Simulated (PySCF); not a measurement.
Computed shifts of a molecule C₅H₄F₂O, PBE0/pcSseg-1 (PySCF), GIAO, gas phase, atoms alike by connectivity averaged where their shifts nearly agree, in ppm (number of nuclei): ¹³C: 201.4 (1), 198.5 (1), 117.5 (1), 93.7 (1), 39.4 (1). ¹⁹F: -74.9 (1), -224.2 (1). ¹H: 6.00 (1), 5.21 (1), 3.13 (2). References: ¹⁷O against H2O (σ = 334.2 ppm); ¹³C against TMS (σ = 186.3 ppm); ¹⁹F against CFCl3 (σ = 167.2 ppm); ¹H against TMS (σ = 31.56 ppm), references at their B3LYP-D3(BJ)/def2-TZVP geometries, non-relativistic. Geometry: ωB97X-D3(BJ)/def2-SVP. One conformer was computed; it need not be the lowest.

Task: Identify the compound among the candidates.
A. O=C[C@H]1CC(F)=C1F
B. O=C1C=C(F)C[C@H]1F
C. FC1=CCC=C(F)O1
D. O=C1[C@H](F)C=C[C@@H]1F

Result: B, O=C1C=C(F)C[C@H]1F
